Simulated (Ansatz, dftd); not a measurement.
Reaction: BNH5 (SMILES [NH3+][BH2-], doublet) → BNH5 (SMILES [BH3-][NH2+], doublet)
Each species at its own B3LYP-D3(BJ)/def2-TZVP minimum (Ansatz, a first-principles code).

Wanted: isomerisation energy (electronic), in kcal/mol. Open shells are spin-unrestricted; no spin-orbit coupling. Correlated methods leave the cores frozen. Rows without X2C or -DK are non-relativistic. CBS(X,Y): correlation extrapolated as X^-3, Hartree-Fock from the larger set. A bracket is a step between two methods taken in the basis named. Functionals run without relativity, which enters their misses. Double hybrids freeze cores in their MP2 part. '+ core + X2C': CCSD(T) terms for core correlation (cc-pwCVTZ) and scalar relativity (cc-pVTZ-DK). The UHF reference of H5BN ([BH3-][NH2+], doublet) is spin-contaminated (<S^2> up to 0.04 over the pure value in the sets run).

Compared with CCSD(T)/CBS(cc-pVTZ,cc-pVQZ) + [CCSDT(Q) - CCSD(T)]/cc-pVTZ + core + X2C (Ansatz): -3.1 kcal/mol.

Costs are rough ratios of core time, to one figure, on one kind of shared machine, summed over the single points of the molecules; atoms, geometries and frequencies are left out. The first row took roughly 10 core seconds; short runs hold start-up time.

| level | program | cost relative to the first row | difference (kcal/mol) |
|---|---|---|---|
| PBE0-D3(BJ)/def2-TZVPD | Ansatz + dftd3 | 1 | -4.0 |
| CAM-B3LYP-D3(BJ)/def2-TZVPD | Ansatz + dftd3 | 1 | -5.0 |
| PBE/def2-TZVPD | Ansatz | 1 | -8.2 |
| B2PLYP-D4/def2-TZVPD | Ansatz + dftd4 | 1 | -3.7 |
| wB97M-V/def2-TZVPD | Ansatz | 2 | -4.3 |
| wB97X-V/def2-TZVPD | Ansatz | 2 | -4.0 |
| CCSD(T)/cc-pVTZ | Ansatz | 6 | 1.3 |

The dearest row costs roughly 6 times the first. Costs within a factor of two don't rank. The table holds for this case alone.
